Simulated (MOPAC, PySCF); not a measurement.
HBr$_{2}$GaO, SMILES `[OH][Ga]([Br])[Br]` (H–O–Ga–Br torsion 180°), neutral singlet in the gas phase. 

Cartesian coordinates (Å):
SMILES: [OH][Ga]([Br])[Br]
```xyz
5

O     -1.2273    -0.7658     0.0209
Ga     0.3823    -0.0095    -0.0041
Br     2.1998    -1.3715    -0.0075
Br     0.5901     2.2689    -0.0258
H     -1.9449    -0.1222     0.0164
```
Charge 0, multiplicity 1.

All levels are single points at this geometry (B3LYP-D3(BJ)/def2-TZVP); Pople sets use spherical d functions. Orbital energies aren't observables, and empty levels follow the basis.

| level | HOMO (eV) | LUMO (eV) | gap (eV) | dipole (D) | vertical IE, Delta-SCF (eV) |
|---|---|---|---|---|---|
| B3LYP-D3(BJ)/def2-TZVP in PySCF | -8.45 | -2.22 | 6.23 | 1.28 | 10.69 |
| B3LYP/6-311+G** (LANL2DZ on Br, Ga) in PySCF | -8.58 | -2.30 | 6.28 | 1.57 | – |
| B3LYP/LANL2DZ in PySCF | -8.56 | -2.35 | 6.22 | 1.79 | – |
| BP86/6-31G* in PySCF | -7.45 | -2.98 | 4.46 | 1.44 | – |
| M06-2X/6-31G* in PySCF | -9.94 | -1.09 | 8.85 | 1.53 | – |
| SVWN5/6-31G* in PySCF | -7.49 | -3.14 | 4.35 | 1.48 | – |
| HF/3-21G in PySCF | -11.40 | 1.54 | 12.94 | 2.02 | – |
| PM3 in MOPAC | -13.05 | -4.63 | 8.42 | 3.98 | – |
| PM7 in MOPAC | -10.88 | -0.73 | 10.15 | 1.30 | – |
